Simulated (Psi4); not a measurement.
C$_{2}$H$_{6}$Mg, triplet, at a GFN2-xTB geometry (such geometries of metal compounds can be far from the true shape) (a higher spin typed on purpose: for a closed-shell molecule this is an excited state), atoms displaced at random by about 0.03 Å a coordinate; HF/STO-3G, gradient in Psi4.

Input for Psi4:
```
memory 2 GB

molecule {
0 3
Mg    0.03912715    0.00047161    0.00205206
C     1.76962751    0.25634984   -1.42022354
H     2.43886196   -0.62146187   -1.29413447
H     2.25440095    1.21232803   -1.16565064
H     1.37314142    0.26998275   -2.45202091
C    -1.75143171   -0.30155958    1.39885707
H    -2.29470190   -1.17922401    1.18143121
H    -2.36060757    0.60295633    1.30255562
H    -1.34919252   -0.23276338    2.45895262
symmetry c1
no_reorient
no_com
}

set {
  basis sto-3g
  reference uhf
}

gradient('scf')
print_variables()
```

The log (banner, timings and long lists left out):

```
gradient() will perform analytic gradient computation.

   => Loading Basis Set <=

    Name: STO-3G
    Role: ORBITAL
    Keyword: BASIS

         ---------------------------------------------------------
                                   SCF
               by Justin Turney, Rob Parrish, Andy Simmonett
                          and Daniel G. A. Smith
                              UHF Reference
         ---------------------------------------------------------

  ==> Geometry <==

    Molecular point group: c1
    Full point group: C1

    Geometry (in Angstrom), charge = 0, multiplicity = 3:

       Center              X                  Y                   Z               Mass
    ------------   -----------------  -----------------  -----------------  -----------------
         MG           0.039127150000     0.000471610000     0.002052060000    23.985041697000
         C            1.769627510000     0.256349840000    -1.420223540000    12.000000000000
         H            2.438861960000    -0.621461870000    -1.294134470000     1.007825032230
         H            2.254400950000     1.212328030000    -1.165650640000     1.007825032230
         H            1.373141420000     0.269982750000    -2.452020910000     1.007825032230
         C           -1.751431710000    -0.301559580000     1.398857070000    12.000000000000
         H           -2.294701900000    -1.179224010000     1.181431210000     1.007825032230
         H           -2.360607570000     0.602956330000     1.302555620000     1.007825032230
         H           -1.349192520000    -0.232763380000     2.458952620000     1.007825032230

  Running in c1 symmetry.

  Rotational constants: A =      2.53492  B =      0.10010  C =      0.09995 [cm^-1]
  Rotational constants: A =  75994.97747  B =   3000.90646  C =   2996.42551 [MHz]
  Nuclear repulsion =   75.029256874146114

  Charge       = 0
  Multiplicity = 3
  Electrons    = 30
  Nalpha       = 16
  Nbeta        = 14

  ==> Algorithm <==

  SCF Algorithm Type is DF.
  DIIS enabled.
  MOM disabled.
  Fractional occupation disabled.
  Guess Type is SAD.
  Energy threshold   = 1.00e-08
  Density threshold  = 1.00e-08
  Integral threshold = 1.00e-12

  ==> Primary Basis <==

  Basis Set: STO-3G
    Blend: STO-3G
    Number of shells: 17
    Number of basis functions: 25
    Number of Cartesian functions: 25
    Spherical Harmonics?: true
    Max angular momentum: 1

   => Loading Basis Set <=

    Name: (STO-3G AUX)
    Role: JKFIT
    Keyword: DF_BASIS_SCF

  ==> Integral Setup <==

  SCF_SUBTYPE=INCORE selected. In-core MEM_DF algorithm will be used.
  Using in-core AOs.

  ==> MemDFJK: Density-Fitted J/K Matrices <==

    J tasked:                   Yes
    K tasked:                   Yes
    wK tasked:                   No
    Algorithm:                 Core
    Schwarz Cutoff:           1E-12
    Mask sparsity (%):       0.9600
    Fitting Condition:        1E-10

   => Auxiliary Basis Set <=

  Basis Set: (STO-3G AUX)
    Blend: DEF2-UNIVERSAL-JKFIT
    Number of shells: 120
    Number of basis functions: 370
    Number of Cartesian functions: 435
    Spherical Harmonics?: true
    Max angular momentum: 4

  Minimum eigenvalue in the overlap matrix is 2.4356742498E-01.
  Reciprocal condition number of the overlap matrix is 1.1127133352E-01.
    Using symmetric orthogonalization.

  ==> Pre-Iterations <==

  SCF Guess: Superposition of Atomic Densities via on-the-fly atomic UHF (no occupation information).

   -------------------------
    Irrep   Nso     Nmo
   -------------------------
     A         25      25
   -------------------------
    Total      25      25
   -------------------------

  ==> Iterations <==

                           Total Energy        Delta E     RMS |[F,P]|

   @DF-UHF iter SAD:  -272.07951234651910   -2.72080e+02   0.00000e+00
   @DF-UHF iter   1:  -275.11921375348703   -3.03970e+00   5.46100e-03 ADIIS/DIIS
   @DF-UHF iter   2:  -275.14830685635496   -2.90931e-02   2.59087e-03 ADIIS/DIIS
   @DF-UHF iter   3:  -275.15458281279535   -6.27596e-03   1.38704e-03 ADIIS/DIIS
   @DF-UHF iter   4:  -275.15826376985513   -3.68096e-03   4.96265e-04 ADIIS/DIIS
   @DF-UHF iter   5:  -275.15860945360055   -3.45684e-04   2.63033e-04 ADIIS/DIIS
   @DF-UHF iter   6:  -275.15882707083358   -2.17617e-04   2.40644e-04 ADIIS/DIIS
   @DF-UHF iter   7:  -275.15898842314039   -1.61352e-04   2.48941e-04 ADIIS/DIIS
   @DF-UHF iter   8:  -275.15876018384836    2.28239e-04   2.16869e-04 ADIIS/DIIS
   @DF-UHF iter   9:  -275.15815348338202    6.06700e-04   8.35979e-05 DIIS
   @DF-UHF iter  10:  -275.15815122784676    2.25554e-06   1.54627e-05 DIIS
   @DF-UHF iter  11:  -275.15815143857731   -2.10731e-07   4.53536e-06 DIIS
   @DF-UHF iter  12:  -275.15815146376156   -2.51842e-08   1.77119e-06 DIIS
   @DF-UHF iter  13:  -275.15815147228307   -8.52151e-09   9.08444e-07 DIIS
   @DF-UHF iter  14:  -275.15815147428930   -2.00623e-09   3.89897e-07 DIIS
   @DF-UHF iter  15:  -275.15815147476457   -4.75268e-10   1.35313e-07 DIIS
   @DF-UHF iter  16:  -275.15815147480862   -4.40536e-11   5.49410e-08 DIIS
   @DF-UHF iter  17:  -275.15815147481442   -5.79803e-12   1.41172e-08 DIIS
   @DF-UHF iter  18:  -275.15815147481453   -1.13687e-13   5.00503e-09 DIIS
  Energy and wave function converged.

  ==> Post-Iterations <==

   @Spin Contamination Metric:   1.312495660E-02
   @S^2 Expected:                2.000000000E+00
   @S^2 Observed:                2.013124957E+00
   @S   Expected:                1.000000000E+00
   @S   Observed:                1.000000000E+00

    Orbital Energies [Eh]
    ---------------------

    Alpha Occupied:

[...]
      16A      0.017759

    Alpha Virtual:

[...]
    Beta Occupied:

[...]
    Beta Virtual:

[...]
    Final Occupation by Irrep:
              A
    DOCC [    14 ]
    SOCC [     2 ]
    NA   [    16 ]
    NB   [    14 ]

  @DF-UHF Final Energy:  -275.15815147481453

   => Energetics <=

    Nuclear Repulsion Energy =             75.0292568741461139
    One-Electron Energy =                -532.6438928618376849
    Two-Electron Energy =                 182.4564845128770401
    Total Energy =                       -275.1581514748145310

  UHF NO Occupations:
  HONO-2 :   14  A 1.9985426
  HONO-1 :   15  A 1.0000000
  HONO-0 :   16  A 1.0000000
  LUNO+0 :   17  A 0.0014574
  LUNO+1 :   18  A 0.0011401
  LUNO+2 :   19  A 0.0010389
  LUNO+3 :   20  A 0.0010311

Computation Completed

Properties will be evaluated at   0.000000,   0.000000,   0.000000 [a0]

Properties computed using the SCF density matrix

 Multipole Moments:

 ------------------------------------------------------------------------------------
     Multipole            Electronic (a.u.)      Nuclear  (a.u.)        Total (a.u.)
 ------------------------------------------------------------------------------------

 L = 1.  Multiply by 2.5417464519 to convert [e a0] to [Debye]
 Dipole X            :         -0.8371204            1.2105641            0.3734438
 Dipole Y            :          0.4566718           -0.4039881            0.0526838
 Dipole Z            :         -0.1822984           -0.1368930           -0.3191914
 Magnitude           :                                                    0.4940840

 ------------------------------------------------------------------------------------

         ------------------------------------------------------------
                                   SCF GRAD
                          Rob Parrish, Justin Turney,
                       Andy Simmonett, and Alex Sokolov
         ------------------------------------------------------------

  ==> Geometry <==

    Molecular point group: c1
    Full point group: C1

    Geometry (in Angstrom), charge = 0, multiplicity = 3:

       Center              X                  Y                   Z               Mass
    ------------   -----------------  -----------------  -----------------  -----------------
         MG           0.039127150000     0.000471610000     0.002052060000    23.985041697000
         C            1.769627510000     0.256349840000    -1.420223540000    12.000000000000
         H            2.438861960000    -0.621461870000    -1.294134470000     1.007825032230
         H            2.254400950000     1.212328030000    -1.165650640000     1.007825032230
         H            1.373141420000     0.269982750000    -2.452020910000     1.007825032230
         C           -1.751431710000    -0.301559580000     1.398857070000    12.000000000000
         H           -2.294701900000    -1.179224010000     1.181431210000     1.007825032230
         H           -2.360607570000     0.602956330000     1.302555620000     1.007825032230
         H           -1.349192520000    -0.232763380000     2.458952620000     1.007825032230

  Nuclear repulsion =   75.029256874146114

  ==> Basis Set <==

  Basis Set: STO-3G
    Blend: STO-3G
    Number of shells: 17
    Number of basis functions: 25
    Number of Cartesian functions: 25
    Spherical Harmonics?: true
    Max angular momentum: 1

  ==> DFJKGrad: Density-Fitted SCF Gradients <==

    Gradient:                    1
    J tasked:                  Yes
    K tasked:                  Yes
    wK tasked:                  No
    Integrals threads:           1
    Schwarz Cutoff:          1E-12
    Fitting Condition:       1E-10

   => Auxiliary Basis Set <=

  Basis Set: (STO-3G AUX)
    Blend: DEF2-UNIVERSAL-JKFIT
    Number of shells: 120
    Number of basis functions: 370
    Number of Cartesian functions: 435
    Spherical Harmonics?: true
    Max angular momentum: 4

  -Total Gradient:
     Atom            X                  Y                   Z
    ------   -----------------  -----------------  -----------------
       1        0.019423454773     0.001209557039    -0.018925730213
       2       -0.049965020085     0.002720706320     0.048693565849
       3        0.013356285195    -0.018776296421    -0.003776114625
       4        0.007260529727     0.014238292316    -0.000349593941
       5       -0.001104350869    -0.001626004546    -0.018167969873
       6       -0.011344720732    -0.050087437031    -0.058658725533
       7        0.012861602151     0.024065296727     0.001170048689
       8       -0.000476590602     0.010152566251     0.011695483738
       9        0.009988810442     0.018103319345     0.038319035909

  Variable Map:
  ----------------------------------------------------------------------------
[...]
  Array Variable Map:
  ----------------------------------------------------------------------------
[...]
[...]
```
